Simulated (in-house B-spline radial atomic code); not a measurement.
A fraction x of an electron is removed from 3d in the vanadium ion V⁴⁺, starting from [Ar] 3d1 and keeping the highest spin. Level of theory: scalar-relativistic (X2C) BLYP, spin-polarised, spherical fractional occupations, Fermi nucleus of rms radius 3.6002 fm; calculated with an all-electron radial atomic-structure program (B-spline basis).

```
   x  E(x) - E(0) (eV)  3d up level (eV)
   0            0.0000           -55.717
0.09            5.0915           -57.431
 0.2           11.5251           -59.546
0.37           21.9288           -62.860
0.44           26.3773           -64.240
 0.5           30.2673           -65.430
0.55           33.5637           -66.426
0.67           41.6791           -68.836
0.77           48.6639           -70.863
0.89           57.3146           -73.319
   1           65.5044                 -
```

The exact functional would give a straight line between the two integer points. Deviations E(x) - E(0) - x[E(1) - E(0)], in eV: -0.804 at x = 0.09, -1.576 at x = 0.2, -2.308 at x = 0.37, -2.445 at x = 0.44, -2.485 at x = 0.5, -2.464 at x = 0.55, -2.209 at x = 0.67, -1.774 at x = 0.77, -0.984 at x = 0.89.

The curve lies below the straight line by up to 2.485 eV (at x = 0.5): convex, the delocalisation error that favours fractional charges.

How well does Slater's transition state (minus the level at half occupation) give the ionisation energy?

It gives 65.430 eV against 65.504 eV from the two total energies; NIST lists 65.28 eV, ground level to ground level.
